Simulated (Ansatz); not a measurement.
The cluster Be₂S₂. Total charge 0; triplet. Geometry PBE0-D4/def2-TZVPD, that of the charge -1 doublet; atoms count from 1.

```
atom    x (Å)    y (Å)    z (Å)
 Be1  -0.2763  -0.5128   0.8456
 Be2   0.2763   0.5128  -0.8457
  S3   1.4958  -0.7056   0.0609
  S4  -1.4958   0.7056  -0.0608
```

At PBE0-D4/def2-TZVPD a singlet of charge 0 lies 2.37 eV below the triplet at the same geometry. The structure comes from a short search, and lower isomers may exist.

Estimate the Mulliken populations from the PBE0/def2-TZVPD orbitals of Ansatz.


| atom | charge (e) | spin (α − β) |
| --- | --- | --- |
| Be1 | -0.22 | 0.47 |
| Be2 | -0.22 | 0.47 |
| S3 | 0.22 | 0.53 |
| S4 | 0.22 | 0.53 |
Mulliken values and Mayer orders depend strongly on the basis. With diffuse functions, as here, like atoms can get unlike values, and bond orders can come out too low or too high.

Where does the spin sit?

Summed by element: Be 0.93, S 1.07, of 2 unpaired in all. Largest on single atoms: S3 0.53, S4 0.53, Be2 0.47.

And the Mayer bond orders between bonded heavy atoms (over 0.3)?

Be1–Be2 0.65 (2.05 Å); Be1–S3 1.09 (1.95 Å); Be1–S4 1.09 (1.95 Å); Be2–S3 1.09 (1.95 Å); Be2–S4 1.09 (1.95 Å). Values over 0.3 also appear between atoms too far apart for a bond (S3–S4 0.34 at 3.31 Å); they arise where an orbital or an unpaired electron spreads over both atoms.
